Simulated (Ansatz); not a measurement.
One change: `[F][GeH2][Cl]` becomes `FCCl`.

Ansatz, PBE0-D4/def2-TZVP geometries, multiplicity 1. 

Scalar relativity is left out up to krypton.

| property | `[F][GeH2][Cl]` |
| --- | --- |
| HOMO–LUMO gap (PBE0/def2-TZVPP) / eV | 8.95 |
| HOMO energy (B3LYP/def2-TZVPP) / eV | -8.95 |
| HOMO–LUMO gap (PBE/def2-TZVPP) / eV | 6.55 |
| ideal-gas entropy at 298 K and 1 bar (rigid rotor, harmonic PBE0-D4/def2-TZVP) / J/(mol·K) | 295 |
| size of the dipole moment (PBE/def2-TZVPP) / D | 2.11 |
| LUMO energy (B3LYP/def2-TZVPP) / eV | -0.60 |

(1) Give the same properties after the change, and the shifts. (Best estimate.)

Results:

(1) The calculation gave: 
| property | `FCCl` | shift |
| --- | --- | --- |
| HOMO–LUMO gap (PBE0/def2-TZVPP) / eV | 9.53 | 0.58 |
| HOMO energy (B3LYP/def2-TZVPP) / eV | -8.57 | 0.38 |
| HOMO–LUMO gap (PBE/def2-TZVPP) / eV | 6.93 | 0.38 |
| ideal-gas entropy at 298 K and 1 bar (rigid rotor, harmonic PBE0-D4/def2-TZVP) / J/(mol·K) | 264 | -31 |
| size of the dipole moment (PBE/def2-TZVPP) / D | 1.68 | -0.43 |
| LUMO energy (B3LYP/def2-TZVPP) / eV | 0.37 | 0.97 |

With PBE0 the HOMO rises by 0.40 eV and the LUMO rises by 0.98 eV, so the gap widens by about 0.58 eV. PBE moves the HOMO by 0.46 eV and ωB97M-V by 0.31 eV. Dipoles are sizes alone; their direction can turn.

B3LYP here is the variant with VWN-RPA as its local correlation; programs differ in this.
